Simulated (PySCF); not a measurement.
Species: CH3BF2.
Cartesian coordinates in Å at the PBE0-D3(BJ)/def2-SVP level; atoms count from 1:
```
atom  x, y, z in Å
C1    -0.6356    0.1102    0.2618
B2     0.7884   -0.1097   -0.3291
F3     1.6968    0.8486   -0.3756
F4     1.1660   -1.2847   -0.8053
H5    -0.8393    1.1620    0.5010
H6    -0.7404   -0.4850    1.1840
H7    -1.4034   -0.2617   -0.4342
```

Theory: PBE0-D3(BJ)/def2-SVP geometry optimisation, gas phase in PySCF.

Masses are those of the commonest isotopes; rigid-rotor values at the optimised geometry. 

(1) Give the principal moments of inertia and the rotational constants in MHz.

(2) Classify the top.

(3) Is it planar, by Δ = Ic − Ia − Ib?

(4) Give the other two planar moments, Paa and Pbb, and the rms extents of the mass along the axes.

(5) Predict some low-J microwave lines.

Results:

(1) Ia = 50.84, Ib = 60.84, Ic = 108.56 u·Å²; 505379 MHz·u·Å²/I gives A = 9940, B = 8306, C = 4656 MHz.

(2) An asymmetric top: κ = (2 × 8306 − 9940 − 4656)/(9940 − 4656) = 0.38.

(3) Not planar: Δ = Ic − Ia − Ib = -3.13 u·Å². For a rigid frame Δ = −2 Σ m c², so Σ m c² = 1.57 u·Å² lies off the ab plane, practically all of it from hydrogen. The atom farthest from that plane is 0.96 Å away.

(4) Paa = Σ m a² = (Ib + Ic − Ia)/2 = 59.28 and Pbb = Σ m b² = (Ia + Ic − Ib)/2 = 49.28 u·Å². With the mass M = 64.03 u, the rms extents √(P/M) along a, b and c are 0.96, 0.88, 0.16 Å.

(5) The dipole components are |μa| = 1.62 D, |μb| = 0.01 D, |μc| = 0.03 D. The squared components, which scale the intensities, stand as 1.00 : 0.00 : 0.00 (a : b : c). Some lines, for components of 0.1 D or more:

```json
{"type": "a", "branch": "Q", "J(Ka,Kc)": "3(3,0) ← 3(3,1)", "MHz": "1335", "lower level (cm⁻¹)": "3.674"}
{"type": "a", "branch": "Q", "J(Ka,Kc)": "2(2,0) ← 2(2,1)", "MHz": "2454", "lower level (cm⁻¹)": "1.759"}
{"type": "a", "branch": "Q", "J(Ka,Kc)": "1(1,0) ← 1(1,1)", "MHz": "3651", "lower level (cm⁻¹)": "0.487"}
{"type": "a", "branch": "Q", "J(Ka,Kc)": "3(2,1) ← 3(2,2)", "MHz": "8822", "lower level (cm⁻¹)": "3.056"}
{"type": "a", "branch": "Q", "J(Ka,Kc)": "2(1,1) ← 2(1,2)", "MHz": "10952", "lower level (cm⁻¹)": "1.230"}
{"type": "a", "branch": "R", "J(Ka,Kc)": "1(0,1) ← 0(0,0)", "MHz": "12962", "lower level (cm⁻¹)": "0.000"}
{"type": "a", "branch": "Q", "J(Ka,Kc)": "3(1,2) ← 3(1,3)", "MHz": "20569", "lower level (cm⁻¹)": "2.302"}
{"type": "a", "branch": "R", "J(Ka,Kc)": "2(1,2) ← 1(1,1)", "MHz": "22273", "lower level (cm⁻¹)": "0.487"}
{"type": "a", "branch": "R", "J(Ka,Kc)": "2(0,2) ← 1(0,1)", "MHz": "23469", "lower level (cm⁻¹)": "0.432"}
{"type": "a", "branch": "R", "J(Ka,Kc)": "2(1,1) ← 1(1,0)", "MHz": "29574", "lower level (cm⁻¹)": "0.609"}
{"type": "a", "branch": "R", "J(Ka,Kc)": "3(1,3) ← 2(1,2)", "MHz": "32156", "lower level (cm⁻¹)": "1.230"}
{"type": "a", "branch": "R", "J(Ka,Kc)": "3(0,3) ← 2(0,2)", "MHz": "32517", "lower level (cm⁻¹)": "1.215"}
{"type": "a", "branch": "R", "J(Ka,Kc)": "3(2,2) ← 2(2,1)", "MHz": "38885", "lower level (cm⁻¹)": "1.759"}
{"type": "a", "branch": "R", "J(Ka,Kc)": "3(1,2) ← 2(1,1)", "MHz": "41773", "lower level (cm⁻¹)": "1.595"}
{"type": "a", "branch": "R", "J(Ka,Kc)": "3(2,1) ← 2(2,0)", "MHz": "45253", "lower level (cm⁻¹)": "1.840"}
```

Stationary, but not proved a minimum. Constants of a rigid frame at the computed geometry: no zero-point averaging, no centrifugal distortion. A rigid rotor knows nothing of internal rotation, which can split or shift real lines. Quadrupole hyperfine structure (11B) is left out.
